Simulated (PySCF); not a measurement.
PySCF input for arsine cation (AsH3), SMILES [AsH3] (connectivity only; charge and spin as stated), charge +1, multiplicity 2, TDA-PBE/def2-TZVPD. Geometry optimised at r2SCAN-D4/def2-TZVPD. The multiplicity is an assumed one; other spin states were not compared.

```python
import numpy as np
from pyscf import gto, scf, dft, tdscf

mol = gto.M(
    atom='''
    As    0.00000000    0.00000000    0.03431792
    H    -1.24433887   -0.71841938   -0.37749715
    H     0.00000000    1.43683875   -0.37749716
    H     1.24433886   -0.71841939   -0.37749715
    ''',
    basis='def2-TZVPD',
    charge=1,
    spin=1,
    max_memory=1600,
    verbose=4,
)
mf = dft.UKS(mol, xc='pbe').density_fit(auxbasis='def2-universal-jkfit')
mf.grids.level = 3
mf.conv_tol = 1e-9
mf.max_cycle = 100
mf.kernel()
fine, coarse = mf.grids, dft.Grids(mol).set(level=1).build(with_non0tab=True)
for _ in range(3):  # follow internal instabilities
    mf.grids = coarse
    mo, _, stable, _ = mf.stability(return_status=True, nroots=4)
    mf.grids = fine
    if stable:
        break
    mf.kernel(mf.make_rdm1(mo, mf.mo_occ))
mf.grids = dft.Grids(mol).set(level=1).build(with_non0tab=True)  # coarser grid for the response kernel
td = tdscf.TDA(mf)
td.nstates = 10
td.conv_tol = 1e-4
td.positive_eig_threshold = 1e-6
td.kernel(x0=td.get_init_guess(mf, 15))
td.analyze()
```

It prints:

```
PySCF version 2.14.0

[INPUT] verbose = 4
[INPUT] num. atoms = 4
[INPUT] num. electrons = 35
[INPUT] charge = 1
[INPUT] spin (= nelec alpha-beta = 2S) = 1
[INPUT] symmetry False subgroup None
[INPUT] Mole.unit = angstrom
[INPUT] Symbol           X                Y                Z      unit          X                Y                Z       unit  Magmom
[INPUT]  1 As     0.000000000000   0.000000000000   0.034317920000 AA    0.000000000000   0.000000000000   0.064851469965 Bohr   0.0
[INPUT]  2 H     -1.244338870000  -0.718419380000  -0.377497150000 AA   -2.351459670451  -1.357615870780  -0.713366226304 Bohr   0.0
[INPUT]  3 H      0.000000000000   1.436838750000  -0.377497160000 AA    0.000000000000   2.715231722662  -0.713366245201 Bohr   0.0
[INPUT]  4 H      1.244338860000  -0.718419390000  -0.377497150000 AA    2.351459651554  -1.357615889677  -0.713366226304 Bohr   0.0

nuclear repulsion = 35.6876810434323
number of shells = 33
number of NR pGTOs = 142
number of NR cGTOs = 81
basis = def2-TZVPD
ecp = {}


[settings echo left out]
init E= -2236.48446802134
  alpha nocc = 18  HOMO = -0.240167147256387  LUMO = -0.0571246442139586
  beta  nocc = 17  HOMO = -0.395166359648543  LUMO = -0.240167147256388

WARN: HOMO -0.240167147256387 >= LUMO -0.240167147256388

cycle= 1 E= -2236.92823317507  delta_E= -0.444  |g|= 0.429  |ddm|= 1.26
  alpha nocc = 18  HOMO = -0.560166682931008  LUMO = -0.293770623212289
  beta  nocc = 17  HOMO = -0.668236298129975  LUMO = -0.503863225696643
  HOMO = -0.560166682931  LUMO = -0.503863225697  gap/eV = 1.53210
cycle= 2 E= -2236.917611086  delta_E= 0.0106  |g|= 0.518  |ddm|= 0.528
  alpha nocc = 18  HOMO = -0.519920732178095  LUMO = -0.272604916403492
  beta  nocc = 17  HOMO = -0.640070979882405  LUMO = -0.460855518536317
  HOMO = -0.519920732178  LUMO = -0.460855518536  gap/eV = 1.60725
cycle= 3 E= -2236.96092702658  delta_E= -0.0433  |g|= 0.011  |ddm|= 0.297
  alpha nocc = 18  HOMO = -0.517537096493543  LUMO = -0.267386596832591
  beta  nocc = 17  HOMO = -0.633871139305083  LUMO = -0.455057598573253
  HOMO = -0.517537096494  LUMO = -0.455057598573  gap/eV = 1.70015
cycle= 4 E= -2236.96098472158  delta_E= -5.77e-05  |g|= 0.0043  |ddm|= 0.0146
  alpha nocc = 18  HOMO = -0.516984808780614  LUMO = -0.268014885734699
  beta  nocc = 17  HOMO = -0.634470002303005  LUMO = -0.454083934312912
  HOMO = -0.516984808781  LUMO = -0.454083934313  gap/eV = 1.71162
cycle= 5 E= -2236.96099833179  delta_E= -1.36e-05  |g|= 0.0014  |ddm|= 0.00573
  alpha nocc = 18  HOMO = -0.51744931808152  LUMO = -0.268156915928425
  beta  nocc = 17  HOMO = -0.634779775551613  LUMO = -0.454401339233511
  HOMO = -0.517449318082  LUMO = -0.454401339234  gap/eV = 1.71562
cycle= 6 E= -2236.96099974316  delta_E= -1.41e-06  |g|= 0.000137  |ddm|= 0.0016
  alpha nocc = 18  HOMO = -0.517462270596037  LUMO = -0.268157389171728
  beta  nocc = 17  HOMO = -0.634766405582534  LUMO = -0.454378874434274
  HOMO = -0.517462270596  LUMO = -0.454378874434  gap/eV = 1.71659
cycle= 7 E= -2236.96099977011  delta_E= -2.7e-08  |g|= 4.2e-05  |ddm|= 0.000345
  alpha nocc = 18  HOMO = -0.517451263961476  LUMO = -0.268155190354229
  beta  nocc = 17  HOMO = -0.634764445310524  LUMO = -0.454366030840173
  HOMO = -0.517451263961  LUMO = -0.45436603084  gap/eV = 1.71664
cycle= 8 E= -2236.96099977194  delta_E= -1.82e-09  |g|= 2.18e-05  |ddm|= 0.000105
  alpha nocc = 18  HOMO = -0.517456709121855  LUMO = -0.268159990306139
  beta  nocc = 17  HOMO = -0.634769862396976  LUMO = -0.454371969012661
  HOMO = -0.517456709122  LUMO = -0.454371969013  gap/eV = 1.71662
cycle= 9 E= -2236.96099977227  delta_E= -3.35e-10  |g|= 1.85e-06  |ddm|= 3.59e-05
  alpha nocc = 18  HOMO = -0.51745577972586  LUMO = -0.268159535208182
  beta  nocc = 17  HOMO = -0.634769051896869  LUMO = -0.454371149379285
  HOMO = -0.517455779726  LUMO = -0.454371149379  gap/eV = 1.71662
Extra cycle  E= -2236.96099977226  delta_E= 1.09e-11  |g|= 2.19e-06  |ddm|= 4.99e-06
converged SCF energy = -2236.96099977226  <S^2> = 0.75215216  2S+1 = 2.002151
tot grids = 14752
uhf_internal: lowest eigs of H = [0.34654815 0.34657755 0.45698113 0.51553831]
<class 'pyscf.df.df_jk.DFUKS'> wavefunction is stable in the internal stability analysis
tot grids = 14752
Overwritten attributes  positive_eig_threshold  of <class 'pyscf.tdscf.uks.TDA'>


******** <class 'pyscf.tdscf.uks.TDA'> for <class 'pyscf.df.df_jk.DFUKS'> ********
nstates = 10
deg_eia_thresh = 1.000e-03
wfnsym = None
conv_tol = 0.0001
eigh lindep = 1e-12
eigh level_shift = 0
eigh max_cycle = 100


Excitation energies (eV)
[ 4.90115993  4.90117958  6.42969613  7.22994373  7.22996746  9.07920172
  9.07920779  9.48430852  9.66031689 10.09873859]

** Excitation energies and oscillator strengths **
Excited State   1:      4.90116 eV    252.97 nm  f=0.0029
      17b ->   18b      0.99386
Excited State   2:      4.90118 eV    252.97 nm  f=0.0029
      16b ->   18b      0.99386
Excited State   3:      6.42970 eV    192.83 nm  f=0.0000
      18a ->   19a     -0.99189
Excited State   4:      7.22994 eV    171.49 nm  f=0.0196
      18a ->   21a      0.98681
      17b ->   19b      0.10126
Excited State   5:      7.22997 eV    171.49 nm  f=0.0196
      18a ->   20a     -0.98681
      16b ->   19b     -0.10127
Excited State   6:      9.07920 eV    136.56 nm  f=0.0000
      16a ->   19a     -0.67933
      16a ->   20a     -0.16536
      17a ->   21a      0.16542
      16b ->   19b      0.64146
      16b ->   21b      0.16662
      17b ->   20b     -0.16668
Excited State   7:      9.07921 eV    136.56 nm  f=0.0000
      16a ->   21a     -0.16541
      17a ->   19a      0.67932
      17a ->   20a     -0.16539
      16b ->   20b      0.16667
      17b ->   19b     -0.64145
      17b ->   21b      0.16665
Excited State   8:      9.48431 eV    130.73 nm  f=0.1939
      18a ->   22a      0.97732
      15b ->   18b     -0.19533
Excited State   9:      9.66032 eV    128.34 nm  f=0.0014
      16a ->   20a      0.51315
      17a ->   21a      0.51315
      15b ->   18b     -0.15602
      16b ->   21b     -0.46261
      17b ->   20b     -0.46262
Excited State  10:     10.09874 eV    122.77 nm  f=0.0181
      16a ->   21a      0.12602
      17a ->   19a      0.17767
      17a ->   20a      0.12599
      18a ->   23a      0.88016
      16b ->   20b     -0.27962
      17b ->   21b     -0.27957

** Transition electric dipole moments (AU) **
state          X           Y           Z        Dip. S.      Osc.
  1        -0.1552     -0.0001     -0.0000      0.0241      0.0029
  2         0.0001     -0.1552     -0.0000      0.0241      0.0029
  3        -0.0000     -0.0000      0.0131      0.0002      0.0000
  4         0.3325      0.0002      0.0000      0.1105      0.0196
  5         0.0002     -0.3325     -0.0000      0.1105      0.0196
  6        -0.0000     -0.0138     -0.0000      0.0002      0.0000
  7         0.0138     -0.0000     -0.0000      0.0002      0.0000
  8        -0.0000      0.0000      0.9135      0.8344      0.1939
  9         0.0000      0.0000     -0.0765      0.0058      0.0014
 10         0.2703     -0.0000      0.0000      0.0731      0.0181

** Transition velocity dipole moments (imaginary part, AU) **
state          X           Y           Z        Dip. S.      Osc.
  1        -0.0018     -0.0000     -0.0000      0.0000      0.0000
  2         0.0000     -0.0018     -0.0000      0.0000      0.0000
  3         0.0000     -0.0000      0.0567      0.0032      0.0091
  4         0.0370      0.0000      0.0000      0.0014      0.0034
  5         0.0000     -0.0370     -0.0000      0.0014      0.0034
  6        -0.0000     -0.0065     -0.0000      0.0000      0.0001
  7         0.0065     -0.0000     -0.0000      0.0000      0.0001
  8        -0.0000      0.0000      0.2710      0.0734      0.1404
  9         0.0000      0.0000     -0.0265      0.0007      0.0013
 10         0.0889     -0.0000      0.0000      0.0079      0.0142

** Transition magnetic dipole moments (imaginary part, AU) **
state          X           Y           Z
  1        -0.0006      0.8775      0.0000
  2        -0.8775     -0.0006     -0.0000
  3         0.0000      0.0000     -0.0000
  4         0.0003     -0.4771     -0.0000
  5        -0.4771     -0.0003     -0.0000
  6        -0.0149      0.0000      0.0000
  7        -0.0000     -0.0149     -0.0000
  8         0.0000      0.0000     -0.0000
  9         0.0000     -0.0000     -0.0000
 10        -0.0000     -0.2483     -0.0000
```

Self-consistency was reached.

Cost: about 20 core-seconds (a rough figure).
